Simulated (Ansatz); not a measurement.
Program: Ansatz. Geometries: PBE0-D4/def2-TZVP. ΔE: electronic, gas phase. CCSD(T)/CBS adds triple-zeta CCSD(T) − MP2 to the extrapolated MP2 energy (def2 sets, frozen cores). This one scheme is used for every species. DFT in def2-TZVPP. For As outer-core shells are correlated without core-valence functions, which leaves a few kJ/mol of doubt a bond. Scalar relativity is left out up to krypton. Each species was taken in one conformer, which may not be the lowest.

`[AsH2]CB1CC1` + CH₃SH → `CS[AsH2]` + `CB1CC1`  (ligand exchange at the As–C bond)

`[AsH2]CB1CC1`:

```xyz
13

As    2.398    0.286    0.143
C     0.979   -0.940    0.844
B    -0.258   -0.327    0.203
C    -1.407    0.682    0.251
C    -1.225   -0.236   -0.980
H     1.910    0.299   -1.301
H     1.664    1.585    0.456
H     1.057   -0.872    1.929
H     1.270   -1.934    0.502
H    -1.228    1.742    0.102
H    -2.265    0.492    0.891
H    -1.964   -1.018   -1.131
H    -0.931    0.242   -1.909
```

CH₃SH:

```xyz
6

C    -0.195    0.418    0.168
S     0.329   -1.306    0.281
H     0.647    1.081   -0.027
H    -0.618    0.671    1.140
H    -0.966    0.553   -0.591
H     0.802   -1.418   -0.970
```

`CS[AsH2]`:

```xyz
8

C     0.380   -0.842   -1.082
S     0.267   -0.702    0.719
As   -0.581    1.359    0.862
H     1.049   -0.089   -1.500
H    -0.601   -0.772   -1.551
H     0.796   -1.831   -1.281
H    -1.668    1.025    1.876
H     0.358    1.851    1.956
```

`CB1CC1`:

```xyz
11

C    -1.288    0.701    0.893
B    -0.129    0.108    0.068
C     1.367   -0.138   -0.114
C     0.349   -0.744   -1.106
H    -1.554   -0.075    1.627
H    -1.015    1.586    1.470
H    -2.192    0.894    0.313
H     1.896   -0.825    0.541
H     2.011    0.657   -0.483
H     0.335   -0.341   -2.115
H     0.220   -1.823   -1.092
```

Question: Is it downhill or uphill in electronic energy at CCSD(T)/CBS, and by how much? (An estimate is asked.)

Answer: The calculation gave: Downhill: ΔE = -6.2 kcal/mol.

Question: What do these levels give: r2SCAN, SCS-MP2/def2-TZVPP, CCSD/def2-TZVPP, MP2/def2-QZVPP, HF/CBS(def2), MP2/CBS(def2)? (Best estimate.)

Answer: Computed: r2SCAN -7.9, SCS-MP2/def2-TZVPP -5.5, CCSD/def2-TZVPP -5.4, MP2/def2-QZVPP -5.6, HF/CBS(def2) -9.6, MP2/CBS(def2) -6.1 kcal/mol.

Largest T1 diagnostic among the species: 0.011.

The D4 term adds +1.0 kcal/mol with B3LYP and +0.6 kcal/mol with PBE0; it sums over pairs of atoms, weighted by their polarisabilities, and B3LYP, whose exchange is more repulsive, gets the larger term. In def2-TZVPP, CCSD(T) changes the Hartree–Fock value by +4.7 kcal/mol (the triples alone add +0.5 kcal/mol) and MP2 by +4.7 kcal/mol.

B3LYP here is the variant with VWN-RPA as its local correlation; programs differ in this.
